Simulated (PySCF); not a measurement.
CH₉NSi₂ (charge +1 and doublet state).
Structure used (GFN2-xTB), in Å, numbered top down from 1:
```
atom  x, y, z in Å
C1    -1.033   -1.409    0.293
Si2   -0.519    0.200   -0.547
N3    -1.044    1.574    0.295
Si4    2.061    0.108   -0.188
H5    -2.111   -1.533    0.219
H6    -0.775   -1.418    1.350
H7    -0.575   -2.279   -0.170
H8    -0.641    0.407   -1.982
H9    -1.106    2.498   -0.102
H10   -1.361    1.567    1.252
H11    2.498    1.361   -0.788
H12    2.181    0.029    1.262
H13    2.422   -1.104   -0.911
```

The hyperfine couplings belong to this conformer and change with its torsions.

Identity: `C[Si@@H]([NH2+])[SiH3]` [radical] (charge +1).

Level of theory: UKS B3LYP, pcH-1 on C H N Si, non-relativistic, mean-field spin-orbit, GIAO (PySCF). One conformer (not necessarily the lowest) at the GFN2-xTB geometry, without solvent, vibrations or thermal averaging. The geometry wasn't refined by DFT: couplings that depend on bond lengths, twists or pyramidal angles can differ widely from those at the functional's own minimum, by a factor of two or more for some ions and for spin on atoms past the first row. No stability test was run, so a lower SCF solution isn't excluded.

(1) The isotropic 29Si couplings are -78.9, +33.4 MHz. Assign them to Si2; Si4.

Answers

(1) 
```
site  a_iso (MHz)  ρ(0) (bohr⁻³)                 position  distance from Si4 (Å)  spin population  largest |T| (MHz)
 Si2        +33.4        -0.0376           1 bond from N3                   2.61            +0.14               40.9
 Si4        -78.9        +0.0890  largest spin population                   0.00            +0.41              103.9
```

ρ(0) is the spin density at the nucleus and T the dipolar tensor; a_iso includes a spin–orbit part; entries for several nuclei are means. The largest Mulliken spin populations are on Si4 (+0.41), N3 (+0.33) and Si2 (+0.14). Main spin sites, with 60 % or more of the largest population: N3, Si4; positions count bonds from the nearest.

Class means assume fast exchange of nuclei equivalent by connectivity; if that motion is slow, each nucleus keeps its own coupling. H9 and H10 aren't averaged: N3 is flat or nearly so (angle sum 360°), and its turn about the short N3–Si2 bond (1.69 Å) is taken as slow. The three 1H nuclei of mean +9.6 MHz run from -4.3 to 37.4 MHz in the frozen geometry. The three 1H nuclei of mean +28.2 MHz run from 15.4 to 43.8 MHz in the frozen geometry.

The SMILES `C[Si@@H]([NH2+])[SiH3]` draws the unpaired electron on N3, whose computed spin population is only +0.33.
